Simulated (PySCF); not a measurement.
## Dipole moment and polarisability across levels of theory

Compound: C₃H₉GaO.
SMILES: `CCC[O][GaH2]`

PySCF, dipoles from the SCF density, polarisabilities from static response with core orbitals frozen. The structure is a single PBE0-D3(BJ)/def2-SVP conformer in the gas phase; no vibrational or solvent corrections. Relativistic effects, spin–orbit coupling among them, are left out although an element past zinc is present.

The anisotropy is √(½[(α1 − α2)² + (α2 − α3)² + (α3 − α1)²]).

```csv
level,μ (D),α (Å³),anisotropy (Å³)
LDA/def2-SVPD,1.007,11.52,3.75
PBE/def2-SVPD,0.966,11.31,3.63
B3LYP/def2-SVPD,1.083,10.82,3.15
PBE0/def2-SVPD,1.096,10.67,3.03
BHandHLYP/def2-SVPD,1.219,10.23,2.63
CAM-B3LYP/def2-SVPD,1.156,10.56,2.86
wB97X-D/def2-SVPD,1.132,10.56,2.83
LC-wPBE/def2-SVPD,1.176,10.22,2.62
HF/def2-SVPD,1.328,9.65,2.06
PBE0/6-31G*,1.060,9.06,3.28
PBE0/def2-SVP,1.055,9.35,3.21
PBE0/aug-cc-pVDZ,1.051,10.88,3.17
PBE0/def2-TZVP,1.026,10.37,3.22
PBE0/def2-TZVPD,1.047,10.86,3.14
```

The dipole runs from 0.97 D (PBE/def2-SVPD) to 1.33 D (HF/def2-SVPD). No reference polarisability is at hand; against PBE0 in the largest diffuse basis at hand (def2-TZVPD) the other PBE0 rows deviate by 6-31G* -17%, def2-SVP -14%, def2-SVPD -2%, aug-cc-pVDZ 0%, def2-TZVP -5%. In one basis (def2-SVPD) the functionals order the polarisability from HF (lowest) to LDA (highest), a spread of 19%. With PBE0 the polarisability is 9.59 Å³ without diffuse functions (mean of 6-31G*, def2-SVP and def2-TZVP) and 10.81 Å³ with them (mean of def2-SVPD, aug-cc-pVDZ and def2-TZVPD).
